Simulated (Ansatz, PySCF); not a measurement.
NbO₂Cl, SMILES [Nb](=[O])(=[O])[Cl], multiplicity 1. Atoms are numbered in the order given.

```xyz
4

Nb     0.3535    -0.1920     0.0000
O      1.1503     0.4383    -1.3607
O      1.1503     0.4383     1.3607
Cl    -1.9596     0.1278     0.0000
```
Charge 0, spin multiplicity 1.

Geometry: PBE0-D3(BJ)/def2-SVP. The multiplicity is an assumed one; other spin states were not compared. The def2 effective core potentials stand for the cores of Nb; spin–orbit coupling is left out.

Two levels are set side by side: PBE-D3(BJ)/def2-SVP (Ansatz, an electronic-structure program) and PBE0-D3(BJ)/def2-SVP (Ansatz). Each level has its own optimised geometry; the coordinates shown are those of the second. Frequencies come from the Hessian of PySCF at each geometry. Differences are taken from unrounded values.

```tsv
quantity	PBE0-D3(BJ)
mean bond length (Å)	1.910
bond Nb1–O2 (Å)	1.698
bond Nb1–O3 (Å)	1.698
bond Nb1–Cl4 (Å)	2.335
highest harmonic wavenumber (cm⁻¹)	1046
mean harmonic wavenumber (cm⁻¹)	518
zero-point energy (kcal/mol)	4.44
```

**Question.** What does PBE-D3(BJ) give, and how far is it from PBE0-D3(BJ)? (Estimate from the structure and the level; the computed values follow.)

**Answer.** 
```
quantity                            PBE-D3(BJ)  PBE-D3(BJ) minus PBE0-D3(BJ)
----------------------------------  ----------  ----------------------------
mean bond length (Å)                     1.928                         0.017
bond Nb1–O2 (Å)                          1.722                         0.024
bond Nb1–O3 (Å)                          1.722                         0.024
bond Nb1–Cl4 (Å)                         2.339                         0.004
highest harmonic wavenumber (cm⁻¹)         985                           -61
mean harmonic wavenumber (cm⁻¹)            496                           -22
zero-point energy (kcal/mol)              4.25                         -0.19
```

Exact exchange shortens and stiffens bonds; PBE has none. Differences between two approximate levels are no errors against the true value.
